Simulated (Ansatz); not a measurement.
Consider the redistribution: `[OH][Al]([Cl])[O][SiH3]` + `OCBF` → `O[CH2][Al]([OH])[Cl]` + `FBO[SiH3]`.

Computed with Ansatz on PBE0-D4/def2-TZVP structures; ΔE is electronic, products minus reactants. CCSD(T)/CBS is the MP2 limit (def2-TZVPP, def2-QZVPP) plus CCSD(T) − MP2 in def2-TZVPP, frozen cores. This one scheme is used for every species. DFT in def2-TZVPP. B3LYP here is the variant with VWN-RPA as its local correlation; programs differ in this. One conformer a species, not always the lowest.

`[OH][Al]([Cl])[O][SiH3]`:

Cartesian coordinates in Å:
```
O -0.865 -0.955 -2.512
Al 0.130 -0.053 -1.503
Cl 1.635 1.072 -2.388
O -0.060 -0.042 0.157
Si 0.142 0.294 1.738
H -1.581 -1.497 -2.182
H -1.104 -0.044 2.474
H 1.263 -0.511 2.288
H 0.440 1.737 1.929
```

`OCBF`:

Z-matrix (Å, degrees):
```
C
B 1 1.555
O 1 1.411 2 117.0
H 1 1.103 2 107.6 3 -124.2
H 1 1.103 2 107.6 3 124.3
F 2 1.328 1 118.7 3 -0.3
H 2 1.198 1 123.6 3 179.8
H 3 0.961 1 108.5 2 0.9
```

`O[CH2][Al]([OH])[Cl]`:

Cartesian coordinates in Å:
```
O -0.870 -0.975 1.592
C -0.941 -0.604 0.219
Al 0.582 0.490 -0.356
O 0.529 1.511 -1.695
Cl 2.344 0.301 0.782
H 0.027 -1.251 1.798
H -1.861 -0.025 0.096
H -1.068 -1.488 -0.426
H 1.258 2.041 -2.010
```

`FBO[SiH3]`:

```xyz
8

F     1.009   -1.702   -1.896
B     0.906   -0.965   -0.802
O    -0.224   -0.266   -0.610
Si   -0.757    0.752    0.582
H     1.822   -0.954   -0.030
H    -1.997    0.178    1.152
H     0.279    0.888    1.637
H    -1.038    2.069   -0.034
```

```csv
level,ΔE (kcal/mol),difference from CCSD(T)/CBS
PBE-D4,3.5,-3.2
r2SCAN-D4,6.1,-0.6
PBE0-D4,5.0,-1.7
B3LYP-D4,5.6,-1.1
ωB97X-V,6.2,-0.5
ωB97M-V,5.4,-1.3
PBE,3.5,-3.2
r2SCAN,6.1,-0.6
PBE0,5.0,-1.7
B3LYP,5.5,-1.2
HF/def2-TZVPP,8.8,2.1
MP2/def2-TZVPP,6.8,0.1
SCS-MP2/def2-TZVPP,7.1,0.4
CCSD(T)/def2-TZVPP,6.5,-0.2
SCS-MP2/def2-QZVPP,7.4,0.7
CCSD/CBS(def2),7.4,0.7
CCSD(T)/CBS,6.7,0
```

Largest T1 diagnostic among the species: 0.013.

In def2-TZVPP, CCSD(T) changes the Hartree–Fock value by −2.3 kcal/mol (the triples alone add −0.7 kcal/mol) and MP2 by −2.0 kcal/mol. From PBE to PBE0 (25 % exact exchange), in def2-TZVPP and without D4, ΔE moves by +1.5 kcal/mol.
